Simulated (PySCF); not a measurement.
Two species compared at the same levels of theory.

First species: C₄H₇NSi.
Numbering: `[CH2:1]=[CH:2][CH2:3][SiH2:4][C:5]#[N:6]` (hydrogens: H7, H8 on C1; H9 on C2; H10, H11 on C3; H12, H13 on Si4)

Second species: H7PSSi2.
Z-matrix (Å and degrees, GFN2-xTB geometry), rows numbered from 1:
```
Si
S   1  2.1513
Si  2  2.1557  1  105.58
P   3  2.2438  2  116.41  1   -47.41
H   1  1.4500  2  102.87  3  -167.81
H   1  1.4595  2  108.07  3    72.46
H   1  1.4589  2  108.47  3   -47.25
H   3  1.4613  2  107.51  1    73.63
H   3  1.4549  2  102.69  1  -166.80
H   4  1.3854  3   95.60  2    54.00
H   4  1.3842  3   95.71  2   -38.92
```

Levels: PBE0/def2-SVPD for dipole moment, HOMO energy, LUMO energy, HOMO–LUMO gap, static isotropic polarisability and electronic spatial extent ⟨r²⟩ about the centre of nuclear charge; TDDFT PBE0/def2-SVPD for lowest singlet excitation; TDA PBE0/def2-SVPD for lowest triplet excitation (Tamm–Dancoff); GFN2-xTB for rotational constant A and rotational constant C. Geometries: GFN2-xTB. Each species is one conformer at its optimised geometry, gas phase, non-relativistic unless stated; the electronic structure was computed with PySCF and density fitting.

The conformers computed, where there is a choice (atom-mapped SMILES and torsion angles):
- `[CH2:1]=[CH:2][CH2:3][SiH2:4][C:5]#[N:6]`: C1–C2–C3–Si4 106°, C2–C3–Si4–C5 179°
- `[SiH3:1][S:2][SiH2:3][PH2:4]`: Si1–S2–Si3–P4 -47°, H–P4–Si3–S2 54°, H–P4–Si3–S2 -39°

```csv
property,column X,column Y
dipole moment,3.84 D,1.18 D
HOMO energy,-7.72 eV,-7.13 eV
LUMO energy,-0.60 eV,-0.35 eV
HOMO–LUMO gap,7.12 eV,6.78 eV
lowest singlet excitation,6.26 eV,5.58 eV
lowest triplet excitation (Tamm–Dancoff),4.28 eV,5.06 eV
static isotropic polarisability,78.6 au,103.1 au
electronic spatial extent ⟨r²⟩ about the centre of nuclear charge,1024 bohr²,1040 bohr²
rotational constant A,9.850 GHz,3.686 GHz
rotational constant C,1.126 GHz,1.119 GHz
```

Q: Which column belongs to which species?

A: Column X is the first species and column Y the second. The first has 13 atoms and 52 electrons, the second 11 and 66.

Q: How does each property change from the first species to the second?

A: dipole moment -2.66 D; HOMO energy +0.59 eV; LUMO energy +0.25 eV; HOMO–LUMO gap -0.34 eV; lowest singlet excitation -0.68 eV; lowest triplet excitation (Tamm–Dancoff) +0.78 eV; static isotropic polarisability +24.5 au; electronic spatial extent ⟨r²⟩ about the centre of nuclear charge +16 bohr²; rotational constant A -6.164 GHz; rotational constant C -0.007 GHz.

On the first: The principal polarisabilities are 63.0, 67.1 and 105.7 au; their mean is the isotropic value. S1 lies 0.86 eV below the HOMO–LUMO gap; its leading configuration is HOMO→LUMO, weight 0.75.

On the second: The principal polarisabilities are 84.1, 103.7 and 121.5 au; their mean is the isotropic value. In wavenumbers S1 is 45000 cm⁻¹ (1 eV = 8065.54 cm⁻¹).
